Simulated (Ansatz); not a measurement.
Several settings on one geometry of the cluster In3⁻ (the lowest singlet isomer of a short search) (that of the charge -1 singlet, PBE-D4/def2-SVPD). Ansatz on 4 threads of Arm Neoverse V2 on a shared host; times are rough.

```xyz
3

In    1.564    0.637    0.116
In   -1.345    1.035    0.026
In   -0.218   -1.673   -0.143
```

Totals from different functionals, basis sets or treatments of relativity can't be compared as stabilities.

DK, ANO-RCC and x2c sets are all-electron and run with scalar relativity unless a key says otherwise. In the def2 sets In takes a core potential; there is no spin–orbit coupling.

At PBE0-D4/def2-TZVPD a quintet lies 0.09 eV below the restricted singlet of charge -1, at its own geometry.

The spins typed aren't always the lowest for that charge.

(1) Give the basis size and estimate the energy, ⟨S²⟩ and time of these runs.

| run | method | charge | state | further keys |
| --- | --- | --- | --- | --- |
| 1 | RKS ωPBEh/STO-3G | -1 | singlet | accuracy: high; scf: {omitted_lower_state_checks: [starts]}; forces asked |
| 2 | ROKS B97M-V/def2-TZVPD | -1 | triplet | pseudopotentials: {relativity: none}; scf: {omitted_lower_state_checks: [starts]} |
| 3 | RKS PBE0/def2-TZVP | -1 | singlet | – |
| 4 | RHF/x2c-TZVPPall | -1 | singlet | scf: {omitted_lower_state_checks: [starts]} |

Results:

(1) 
| run | functions | energy (Eh) | ⟨S²⟩ | wall time |
| --- | --- | --- | --- | --- |
| 1 | 81 | -17053.2997 | – | 5.5 s |
| 2 | 168 | -570.4898 | – | 85 s |
| 3 | 150 | -570.4907 | – | 2.8 s |
| 4 | 180 | -17635.1386 | – | 8.5 s |

The highest occupied level of an anion often lies above zero with these methods, and sets without diffuse functions describe the outer electron poorly. The restricted singlet is unstable towards broken spin symmetry at other levels; at RKS ωPBEh/STO-3G, RKS PBE0/def2-TZVP, RHF/x2c-TZVPPall this wasn't settled.
